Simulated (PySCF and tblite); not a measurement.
Values are calculated unless marked as measured or tabulated.
System: C5H4FN3, numbered as in [CH:1]#[C:2][c:3]1[n:4][c:5]([CH2:6][F:7])[n:8][nH:9]1.

For the shift of H on N9 from N9 to N8: electronic barrier 54.88 kcal/mol, zero-point change -4.68 kcal/mol, thermal and entropy terms at 350 K a further -0.37 kcal/mol (symmetry numbers apart). The minimum is C1, the saddle C1. Geometries: B3LYP-D3(BJ)/def2-SVP; energies: PBE0/pcSseg-1 + D3(BJ); zero-point and thermal terms from GFN2-xTB harmonic modes (soft modes blended into free rotors). Rates follow Eyring's equation with the number of equivalent paths and no tunnelling. Run with tblite and PySCF.

(1) How many equivalent paths lead out of the minimum?

(2) Work out the rate at 350 K.

Tunnelling of the moving H, left out here, will speed the real process. In real samples such hydrogens mostly exchange between molecules or through solvent, far faster than by this path.

## Answers

(1) 1: the symmetry number of the minimum is 1, that of the saddle displaced along its mode 1.

(2) ΔG‡ = 49.83 kcal/mol; k_B T/h = 7.3×10¹² s⁻¹; exp(−ΔG‡/RT) = 7.7×10⁻³²; times 1 gives k = 5.6×10⁻¹⁹ s⁻¹.
